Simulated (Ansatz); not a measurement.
The cluster Ag₃Cl₄⁻. Charge -1, multiplicity 1. Geometry PBE-D4/def2-SVPD, basis def2-TZVPD, Ansatz.

```xyz
7

Ag   -0.314    1.891   -1.128
Ag    0.565   -1.815   -0.262
Ag   -0.734    1.361    1.598
Cl    0.323   -0.059   -2.284
Cl    1.500   -4.025   -0.556
Cl   -0.352   -0.909    2.094
Cl   -0.987    3.555    0.539
```

```tsv
run	HOMO (eV)	LUMO (eV)
A	-1.93	0.31
B	-4.34	1.79
C	-3.34	1.24
D	-2.12	0.54
E	-3.18	1.11
F	-2.78	0.76
```

In the def2 sets Ag takes a core potential; there is no spin–orbit coupling. HSE06 is defined as in plane-wave codes, on full-range PBE exchange. No other spin state of charge -1 was run. Another isomer (singlet) lies 0.29 eV lower at PBE0-D4/def2-TZVPD; other spin states weren't run for this one.

Problem. The runs used BHLYP, HSE06, PBE, PBE0, r2SCAN, r2SCAN0. Estimate which is which.

Solution. A PBE (0 % exact exchange); B BHLYP (50 % exact exchange); C r2SCAN0 (25 % exact exchange); D r2SCAN (0 % exact exchange); E PBE0 (25 % exact exchange); F HSE06 (range-separated). Exact exchange lowers occupied and raises empty levels; among semilocal functionals meta-GGAs tend to open the gap a little, and such runs are hard to tell apart. The gap grows from 2.24 eV (PBE) to 6.13 eV (BHLYP).
